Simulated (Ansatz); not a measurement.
System: GeH2F2, charge 0, singlet. GeH2F2 (SMILES [F][GeH2][F]).
B3LYP-D3(BJ)/def2-TZVP minimum from Ansatz (a first-principles code):
```xyz
5

Ge    -0.0235    -0.3322     0.0460
F      1.3815     0.5729    -0.4222
F     -1.2809     0.8507     0.2249
H      0.2479    -0.9382     1.4223
H     -0.4021    -1.2446    -1.1198
```
Charge 0, spin multiplicity 1.

Hartree-Fock and CCSD(T) correlation energies in hartree (Ansatz). UHF or UKS for unpaired electrons; spin-orbit terms are left out. Cores are frozen in correlated methods (noble-gas shells, and filled d and f shells in the p block). No relativity.

| basis | X | E(HF) | E(corr, CCSD(T)) |
|---|---|---|---|
| cc-pVTZ | 3 | -2275.60044 | -0.65860 |
| cc-pVQZ | 4 | -2275.62460 | -0.71463 |
| cc-pV5Z | 5 | -2275.62959 | withheld |

Question: Fit E(corr) = E∞ + A/X³ to X = 3 and 4, predict X = 5, and compare with the run.

Answer: A = (-0.65860 - (-0.71463))/(1/27 - 1/64) = 2.6168; E∞ = -0.71463 - A/64 = -0.75552; at X = 5, E∞ + A/125 = -0.73458. The run gave -0.73543, 0.85 mEh below the prediction. The same form on X = 4 and 5 gives E∞ = -0.75725, 1.74 mEh below the first estimate.
